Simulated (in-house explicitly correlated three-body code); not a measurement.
Computed with an exponentially correlated three-body code. Model: two electrons around a point charge, non-relativistic, variational in 260 exponentially correlated functions (energies converged to about 1e-7 hartree, or 1e-8 relative for large Z).

For two electrons in a singlet the Kohn-Sham orbital is the square root of half the density, so the exact Kohn-Sham potential and energy parts follow from the density alone, and exchange is minus half the Hartree energy. The Kohn-Sham level equals minus the binding energy of the second electron.

Command:
```bash
python run_hyl.py task.json out
```
Settings (lengths in bohr, energies in hartree):
```
Z                      3.3
interaction_strength   1
functions              260
states_tried           13
```

Cost of the run: 15 s on 1 thread of AMD EPYC 9R45 96-Core Processor (Zen 5), with other jobs on the host.

**Converged states only, values per electron or pair.**

Given: nuclear charge 3.3.

| term | mean r (bohr) | mean r squared (bohr²) | mean inverse r (1/bohr) | mean r12 (bohr) | mean inverse r12 (1/bohr) | mean cosine | mean p1 dot p2 (bohr⁻²) | delta r1 (bohr⁻³) | delta r12 (bohr⁻³) |
| --- | --- | --- | --- | --- | --- | --- | --- | --- | --- |
| 1 1S | 0.51378 | 0.35825 | 2.9879 | 0.77125 | 1.7546 | -0.039769 | 0.32833 | 9.312 | 0.7607 |
| 2 3S | 1.3316 | 2.9797 | 1.9682 | 2.2771 | 0.51928 | -0.0118 | 0.020708 | 6.1033 | - |
| 2 1S | 1.4512 | 3.6282 | 1.947 | 2.4995 | 0.54472 | -0.014217 | 0.025392 | 6.0437 | 0.097176 |
| 2 3P | 1.2483 | 2.6547 | 1.9485 | 2.1288 | 0.57919 | -0.057469 | -0.40885 | 5.6375 | - |
| 2 1P | 1.3328 | 3.0659 | 1.9338 | 2.2552 | 0.56831 | 0.014534 | 0.34518 | 5.7329 | 0.016237 |
| 3 3S | 2.858 | 15.854 | 1.7863 | 5.2892 | 0.242 | -0.0035668 | 0.0057513 | 5.8238 | - |
| 3 1S | 3.0374 | 18.079 | 1.7807 | 5.6438 | 0.24808 | -0.0044539 | 0.0074773 | 5.8119 | 0.028453 |
| 3 3P | 2.8466 | 15.968 | 1.7809 | 5.2708 | 0.25616 | -0.015196 | -0.1036 | 5.698 | - |
| 3 1P | 2.9705 | 17.472 | 1.7768 | 5.5078 | 0.25421 | 0.0040069 | 0.099678 | 5.7226 | 0.0054888 |
| 4 3S | 5.0365 | 52.172 | 1.7254 | 9.6334 | 0.13853 | -0.0014896 | 0.002343 | 5.7617 | - |
| 4 1S | ? | ? | ? | ? | ? | ? | ? | ? | ? |
| 4 3P | ? | ? | ? | ? | ? | ? | ? | ? | - |
| 4 1P | 5.2612 | 57.619 | 1.7215 | 10.08 | 0.14328 | 0.0016373 | 0.041566 | 5.7206 | 0.0024141 |

What belongs in the row 4 1S?

mean r (bohr): 5.2773; mean r squared (bohr²): 57.528; mean inverse r (1/bohr): 1.7231; mean r12 (bohr): 10.113; mean inverse r12 (1/bohr): 0.14082; mean cosine: -0.0018995; mean p1 dot p2 (bohr⁻²): 0.0031321; delta r1 (bohr⁻³): 5.7577; delta r12 (bohr⁻³): 0.011878.

What belongs in the row 4 3P?

mean r (bohr): 5.0965; mean r squared (bohr²): 53.951; mean inverse r (1/bohr): 1.7232; mean r12 (bohr): 9.7551; mean inverse r12 (1/bohr): 0.14393; mean cosine: -0.00614; mean p1 dot p2 (bohr⁻²): -0.041216; delta r1 (bohr⁻³): 5.7108.

**Electric-dipole lines between converged S and P states, rate of the upper state's decay.**

```
s state  p state  p minus s (eV)  oscillator strength from s  rate (1/s)
   1 1S     2 1P           78.51                     0.49096   4.377e+10
   1 1S     3 1P          88.338                     0.11678  1.3182e+10
   1 1S     4 1P          91.795                     0.04582  5.5846e+09
   2 1S     2 1P          1.5079                     0.18816  6.1878e+06
   2 1S     3 1P          11.336                     0.27515  5.1142e+08
   2 1S     4 1P               ?                           ?           ?
   3 1S     2 1P         -9.3965                   -0.087946  3.3694e+08
   3 1S     3 1P         0.43166                     0.32221      868390
   3 1S     4 1P          3.8893                     0.28645  6.2671e+07
   4 1S     2 1P               ?                           ?           ?
   4 1S     3 1P         -3.2779                    -0.19158  8.9321e+07
   4 1S     4 1P         0.17971                     0.44611      208380
   2 3S     2 3P          2.5815                     0.27186  2.6205e+07
   2 3S     3 3P          13.234                     0.21093  5.3436e+08
   2 3S     4 3P          16.893                    0.062815  2.5927e+08
   3 3S     2 3P         -9.9766                    -0.10574  4.5666e+08
   3 3S     3 3P         0.67638                      0.4531  2.9982e+06
   3 3S     4 3P          4.3348                     0.21481  5.8382e+07
   4 3S     2 3P         -14.039                   -0.019872  1.6996e+08
   4 3S     3 3P         -3.3862                    -0.23208  1.1547e+08
   4 3S     4 3P         0.27217                      0.6221      666560
```

What belongs in the row 2 1S 4 1P?

p minus s (eV): 14.794; oscillator strength from s: 0.076342; rate (1/s): 2.4166e+08.

What belongs in the row 4 1S 2 1P?

p minus s (eV): -13.106; oscillator strength from s: -0.017687; rate (1/s): 1.3183e+08.

**Functionals on the exact density and self-consistent, errors are functional minus exact, hybrids only self-consistent, a dash where a self-consistent run leaves the top level unbound.**

```
       result  exchange error (millihartree)  correlation error (millihartree)  functional driven error (millihartree)  density driven error (millihartree)  self consistent total error (millihartree)  top level plus exact binding (eV)
     LDA PW92                         257.65                           -96.028                                  161.62                              -2.1373                                      159.49                             18.166
       PBEsol                         109.74                           -13.538                                  96.198                              -1.2018                                      94.996                             17.821
         PW91                         23.992                           -7.7716                                  16.221                              -1.2027                                      15.018                             16.946
      r2SCAN0                              -                                 -                                       -                                    -                                    -0.51094                             11.344
         SCAN                        -4.5169                            3.0135                                 -1.5035                             -0.29786                                     -1.8013                             15.422
         BP86                         7.7777                           -2.3762                                  5.4015                             -0.73754                                      4.6639                             16.987
        HSE06                              -                                 -                                       -                                    -                                           ?                                  ?
         OLYP                         5.0918                           -4.3577                                 0.73404                              -1.4562                                     -0.7222                             16.902
      revTPSS                        -3.5836                           -5.0267                                 -8.6103                             -0.19053                                     -8.8009                             15.657
     LDA VWN5                         257.65                            -96.73                                  160.92                              -2.1281                                      158.79                             18.156
          PBE                         29.567                           -1.4156                                  28.151                              -1.1646                                      26.987                             17.156
       r2SCAN                        -4.5169                            3.0135                                 -1.5035                             -0.29786                                     -1.8013                             15.422
         RPBE                        -1.7127                           -1.4156                                 -3.1283                              -1.2515                                     -4.3798                             16.989
         AM05                         198.44                           -78.078                                  120.37                               -1.433                                      118.93                             18.108
B3LYP VWN-RPA                              -                                 -                                       -                                    -                                           ?                                  ?
        M06-L                        -20.879                           -2.6487                                 -23.527                              -2.2794                                     -25.807                             15.244
         BLYP                         7.7777                           -4.3577                                  3.4199                              -1.4924                                      1.9275                             16.814
         PBE0                              -                                 -                                       -                                    -                                      20.243                             12.599
         TPSS                        -4.1249                           -2.3649                                 -6.4898                             -0.30405                                     -6.7939                             15.944
        wB97X                              -                                 -                                       -                                    -                                     -11.025                             10.478
```

What belongs in the row HSE06?

self consistent total error (millihartree): 17.945; top level plus exact binding (eV): 12.999.

What belongs in the row B3LYP VWN-RPA?

self consistent total error (millihartree): -4.1212; top level plus exact binding (eV): 13.101.

**Density and exact potentials over r, pair density (one pair, times 4 pi r12^2) and exact minus Kohn-Sham pair density over r12.**

```json
{"radius (bohr)": "0.0642", "radial density (electrons/bohr)": "0.63333", "exchange potential (hartree)": "-2.9225", "intracule density (1/bohr)": "0.040732", "Coulomb hole against Kohn-Sham (1/bohr)": "-0.01269", "correlation potential (hartree)": "-0.041"}
{"radius (bohr)": "0.0748", "radial density (electrons/bohr)": "?", "exchange potential (hartree)": "?", "intracule density (1/bohr)": "?", "Coulomb hole against Kohn-Sham (1/bohr)": "?", "correlation potential (hartree)": "?"}
{"radius (bohr)": "0.087", "radial density (electrons/bohr)": "1.0031", "exchange potential (hartree)": "-2.876", "intracule density (1/bohr)": "0.074647", "Coulomb hole against Kohn-Sham (1/bohr)": "-0.0214", "correlation potential (hartree)": "-0.033"}
{"radius (bohr)": "0.101", "radial density (electrons/bohr)": "1.2351", "exchange potential (hartree)": "-2.8434", "intracule density (1/bohr)": "0.10015", "Coulomb hole against Kohn-Sham (1/bohr)": "-0.02726", "correlation potential (hartree)": "-0.028"}
{"radius (bohr)": "0.118", "radial density (electrons/bohr)": "1.5112", "exchange potential (hartree)": "-2.8006", "intracule density (1/bohr)": "0.13552", "Coulomb hole against Kohn-Sham (1/bohr)": "-0.03463", "correlation potential (hartree)": "-0.022"}
{"radius (bohr)": "0.137", "radial density (electrons/bohr)": "1.8037", "exchange potential (hartree)": "-2.7493", "intracule density (1/bohr)": "0.18021", "Coulomb hole against Kohn-Sham (1/bohr)": "-0.04285", "correlation potential (hartree)": "-0.015"}
{"radius (bohr)": "0.16", "radial density (electrons/bohr)": "2.1248", "exchange potential (hartree)": "-2.6837", "intracule density (1/bohr)": "0.24056", "Coulomb hole against Kohn-Sham (1/bohr)": "-0.05235", "correlation potential (hartree)": "-0.008"}
{"radius (bohr)": "0.186", "radial density (electrons/bohr)": "2.4356", "exchange potential (hartree)": "-2.6063", "intracule density (1/bohr)": "0.3153", "Coulomb hole against Kohn-Sham (1/bohr)": "-0.06189", "correlation potential (hartree)": "0"}
{"radius (bohr)": "0.216", "radial density (electrons/bohr)": "2.7199", "exchange potential (hartree)": "-2.5148", "intracule density (1/bohr)": "0.4074", "Coulomb hole against Kohn-Sham (1/bohr)": "-0.0707", "correlation potential (hartree)": "0.007"}
{"radius (bohr)": "0.251", "radial density (electrons/bohr)": "2.9523", "exchange potential (hartree)": "-2.4073", "intracule density (1/bohr)": "0.51856", "Coulomb hole against Kohn-Sham (1/bohr)": "-0.07738", "correlation potential (hartree)": "0.014"}
{"radius (bohr)": "0.293", "radial density (electrons/bohr)": "3.1028", "exchange potential (hartree)": "-2.28", "intracule density (1/bohr)": "0.65068", "Coulomb hole against Kohn-Sham (1/bohr)": "-0.07995", "correlation potential (hartree)": "0.02"}
{"radius (bohr)": "0.34", "radial density (electrons/bohr)": "?", "exchange potential (hartree)": "?", "intracule density (1/bohr)": "?", "Coulomb hole against Kohn-Sham (1/bohr)": "?", "correlation potential (hartree)": "?"}
{"radius (bohr)": "0.396", "radial density (electrons/bohr)": "3.0276", "exchange potential (hartree)": "-1.9877", "intracule density (1/bohr)": "0.92876", "Coulomb hole against Kohn-Sham (1/bohr)": "-0.06436", "correlation potential (hartree)": "0.025"}
{"radius (bohr)": "0.461", "radial density (electrons/bohr)": "2.78", "exchange potential (hartree)": "-1.8231", "intracule density (1/bohr)": "1.0492", "Coulomb hole against Kohn-Sham (1/bohr)": "-0.04427", "correlation potential (hartree)": "0.024"}
{"radius (bohr)": "0.537", "radial density (electrons/bohr)": "2.4057", "exchange potential (hartree)": "-1.6513", "intracule density (1/bohr)": "1.1271", "Coulomb hole against Kohn-Sham (1/bohr)": "-0.01791", "correlation potential (hartree)": "0.021"}
{"radius (bohr)": "0.624", "radial density (electrons/bohr)": "1.9529", "exchange potential (hartree)": "-1.4807", "intracule density (1/bohr)": "1.1387", "Coulomb hole against Kohn-Sham (1/bohr)": "0.009384", "correlation potential (hartree)": "0.017"}
{"radius (bohr)": "0.727", "radial density (electrons/bohr)": "1.4614", "exchange potential (hartree)": "-1.3107", "intracule density (1/bohr)": "1.0688", "Coulomb hole against Kohn-Sham (1/bohr)": "0.03201", "correlation potential (hartree)": "0.012"}
{"radius (bohr)": "0.846", "radial density (electrons/bohr)": "1.0022", "exchange potential (hartree)": "-1.1503", "intracule density (1/bohr)": "0.91906", "Coulomb hole against Kohn-Sham (1/bohr)": "0.04362", "correlation potential (hartree)": "0.008"}
{"radius (bohr)": "0.984", "radial density (electrons/bohr)": "0.62076", "exchange potential (hartree)": "-1.0021", "intracule density (1/bohr)": "0.71275", "Coulomb hole against Kohn-Sham (1/bohr)": "0.04247", "correlation potential (hartree)": "0.005"}
{"radius (bohr)": "1.15", "radial density (electrons/bohr)": "0.33413", "exchange potential (hartree)": "-0.86414", "intracule density (1/bohr)": "0.48212", "Coulomb hole against Kohn-Sham (1/bohr)": "0.03128", "correlation potential (hartree)": "0.003"}
{"radius (bohr)": "1.33", "radial density (electrons/bohr)": "0.1641", "exchange potential (hartree)": "-0.74993", "intracule density (1/bohr)": "0.29144", "Coulomb hole against Kohn-Sham (1/bohr)": "0.01792", "correlation potential (hartree)": "0.002"}
{"radius (bohr)": "1.55", "radial density (electrons/bohr)": "0.066038", "exchange potential (hartree)": "-0.6446", "intracule density (1/bohr)": "0.14477", "Coulomb hole against Kohn-Sham (1/bohr)": "0.006815", "correlation potential (hartree)": "0.001"}
```

What belongs in the row 0.0748?

radial density (electrons/bohr): 0.80251; exchange potential (hartree): -2.902; intracule density (1/bohr): 0.055287; Coulomb hole against Kohn-Sham (1/bohr): -0.01657; correlation potential (hartree): -0.037.

What belongs in the row 0.34?

radial density (electrons/bohr): 3.1333; exchange potential (hartree): -2.1423; intracule density (1/bohr): 0.7885; Coulomb hole against Kohn-Sham (1/bohr): -0.0762; correlation potential (hartree): 0.023.

The density-driven part is never positive, since each functional's own density lowers its energy. Here it is small beside the functional-driven part (median ratio 0.074), the normal case.
